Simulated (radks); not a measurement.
The numbers below are computed, except where a source is named.
Species: O V. Configuration: [He] 2s2 (the NIST ground configuration).

Level of theory: scalar-relativistic Kohn-Sham, PBE, spin-polarised, spherical densities, finite nucleus; Fermi nuclear charge, rms radius 2.6991 fm (a radial shooting solver on a logarithmic mesh with Libxc functionals).

Energy parts (eV):
total: -1860.114
kinetic: 1860.483
electron-nucleus: -4016.276
Hartree: 458.911
exchange-correlation: -163.232

Orbitals (lengths in bohr, moments of r in powers of bohr):
orbital  occ.  eigenvalue (eV)     <r>
1s          2        -620.4753  0.1986
2s          2        -102.7239  0.9308

The highest occupied level is 2s at -102.72 eV. The density falls to 0.001 e/bohr^3 at r = 2.13 bohr. For comparison, the ionisation energy in NIST's Atomic Spectra Database is 113.90 eV (measured). In exact Kohn-Sham theory the highest level is minus the ionisation energy, but local and semilocal functionals leave it too shallow, through self-interaction and a potential that decays too fast; potentials with the right tail come closer.
